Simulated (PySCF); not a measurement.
## Tl2 and its ions

UHF-MP2; PySCF, scalar-relativistic core potentials, basis sets Tl cc-pVDZ-PP with ECP60. Neutral (UHF): triplet (σ ↑, π ↑), Re = 3.115 Å, ωe = 88.2 cm⁻¹, De = 0.99 eV.

Tl₂⁺ (UHF): doublet (σ ↑), Re = 3.650 Å, ωe = 50.7 cm⁻¹, De = 1.17 eV to Tl⁺ + Tl. The energies at the minima are -343.16453 hartree for Tl2 and -342.97945 for Tl₂⁺.

**Question.** Work out the adiabatic ionisation energy, without and with harmonic zero-point energies (1 hartree = 27.2114 eV, 1 eV = 8065.5 cm⁻¹), and the change of the bond length.

**Answer.** At UHF-MP2: 0.18508 hartree = 5.036 eV between the minima; the zero-point term (50.7 − 88.2)/2 cm⁻¹ = -0.002 eV makes it 5.034 eV. Re changes by +53.5 pm against the neutral. The electron leaves a π orbital, and the ion is left as a loose complex of an ion and an atom.

Correlated steps freeze 8 core orbitals. Correlated levels converge slowly with the basis: in double zeta they bind strong bonds too weakly, by up to about 1 eV, and carry superposition errors of some tenths. These are scalar-relativistic numbers at best; spin–orbit coupling would shift them, the dissociation energy most. States were picked by a PBE0 search and need not be the measured ground states.
